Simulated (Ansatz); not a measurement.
`[F][Mo]([F])([F])([F])=[S]`. The species carries charge 0 and has multiplicity 1. Mo: def2 effective core potential. Geometry: relaxed with PBE0-D4/def2-TZVP.

```xyz
6

F     0.213   -1.370    1.208
Mo    0.003   -0.015   -0.010
F     1.818   -0.124   -0.249
F    -0.064    0.533   -1.759
F    -1.668   -0.713   -0.302
S    -0.302    1.688    1.112
```

**Question.** What is the dipole moment at ωB97M-V/def2-TZVPP? (Estimate.)

**Answer.** Computed: 1.69 D, with components (-0.25, 1.40, 0.92) D in this frame, pointing from negative to positive charge.

**Question.** And with PBE, r2SCAN, B3LYP? (Best estimate.)

**Answer.** Computed: PBE 1.17 D, r2SCAN 1.27 D, B3LYP 1.61 D.

**Question.** Give the Mulliken charges with ωB97M-V, PBE, B3LYP in def2-TZVPP. (An estimate is asked.)

**Answer.** Computed: 
```csv
atom,ωB97M-V,PBE,B3LYP
F1,-0.34,-0.29,-0.34
Mo2,1.47,1.37,1.55
F3,-0.34,-0.29,-0.34
F4,-0.34,-0.29,-0.34
F5,-0.34,-0.29,-0.34
S6,-0.11,-0.20,-0.18
```

B3LYP here is the variant with VWN-RPA as its local correlation; programs differ in this.
